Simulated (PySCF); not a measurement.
C7H12N (doublet state).
Numbering: `[CH2:1]=[CH:2][C:3]([CH3:4])[C:5](=[CH2:6])[CH2:7][NH2:8]` (hydrogens: H9, H10 on C1; H11 on C2; H12, H13, H14 on C4; H15, H16 on C6; H17, H18 on C7; H19, H20 on N8)

Geometry (GFN2-xTB, Å), atoms numbered from 1 in this order:
```
atom  x, y, z in Å
C1    -2.9625    1.0764   -0.2900
C2    -1.6234    1.0694   -0.4717
C3    -0.7178    0.0273   -0.1621
C4    -1.2463   -1.2730    0.3577
C5     0.6953    0.1980   -0.2983
C6     1.2868    1.3115   -0.7919
C7     1.5768   -0.9616    0.1563
N8     3.0082   -0.7480    0.1929
H9    -3.5459    1.9372   -0.5653
H10   -3.5106    0.2565    0.1383
H11   -1.1969    1.9698   -0.8895
H12   -0.7149   -2.1193   -0.0721
H13   -2.3000   -1.3841    0.1251
H14   -1.1319   -1.3272    1.4427
H15    0.7419    2.1680   -1.1403
H16    2.3573    1.3931   -0.8699
H17    1.4026   -1.8170   -0.5059
H18    1.2764   -1.2573    1.1663
H19    3.2339    0.0337    0.7990
H20    3.3658   -0.5429   -0.7339
```

The hyperfine couplings belong to this conformer and change with its torsions.

Computed with UKS B3LYP, pcH-1 on C H N, non-relativistic, mean-field spin-orbit, GIAO in PySCF. Geometry: GFN2-xTB, one conformer, isolated molecule. GFN2-xTB frequencies show an imaginary mode (39i cm⁻¹), so this geometry is no minimum at that level. A GFN2-xTB geometry isn't a minimum of the functional, and hyperfine couplings can be far from their values at a DFT geometry. Stability of the SCF solution: not tested. ⟨S²⟩ is 0.787 where a pure state has 0.75.

Task: Break the g tensor into its mass correction, gauge correction and orbital-Zeeman/spin–orbit terms.

Result: 
| Δg (ppm) | 1 | 2 | 3 |
| --- | --- | --- | --- |
| relativistic mass correction | -140 | -140 | -140 |
| gauge correction | 0 | 31 | 30 |
| orbital Zeeman/spin–orbit | -1 | 528 | 694 |
| total | -141 | 419 | 584 |

So g = 2.00218, 2.00274, 2.00290 and g_iso = 2.00261; the tensor is rhombic: the two nearest values differ by 23 % of g3 − g1. Axes: g2 points within 1° of the C5–C6 bond.

Task: What are the electron Larmor frequencies g μB B/h along the three axes at 350 mT?

Result: 9.8080, 9.8108, 9.8116 GHz for g1, g2 and g3, a range of 3.5 MHz.

Task: What effective moment and Curie constant follow for a powder?

Result: With the mean of g² = 4.0104 and S(S+1) = 0.75: μ_eff = √(⟨g²⟩S(S+1)) = 1.734 μB and χT = 0.12505·⟨g²⟩·S(S+1) = 0.376 cm³ K/mol (cgs; spin-Hamiltonian part alone).

Task: In a frozen sample, at which fields do the three g values resonate at 9.5, 34, 94 and 263 GHz (hyperfine left aside), and which band first spreads them over more than twice a line width of 1.0 mT?

Result: 
| band | GHz | B(g3) mT | B(g2) mT | B(g1) mT | spread mT |
| --- | --- | --- | --- | --- | --- |
| X | 9.5 | 338.88 | 338.91 | 339.01 | 0.12 |
| Q | 34.0 | 1212.85 | 1212.95 | 1213.29 | 0.44 |
| W | 94.0 | 3353.18 | 3353.45 | 3354.39 | 1.21 |
| J | 263.0 | 9381.76 | 9382.53 | 9385.15 | 3.39 |

The spread grows in proportion to the frequency. J band is the first where it exceeds 2.0 mT.

Largest spin populations (Mulliken): C3 (+0.59), C6 (+0.47), C1 (+0.44) and C5 (-0.23). Three atoms exceed +0.15. The positive populations add up to 1.58 and the negative ones to -0.58, together 2S = 1. The angles at C3 add up to 360.0°, so it is planar.

The HOMO–LUMO gaps are 4.79 eV among the α and 4.23 eV among the β orbitals.
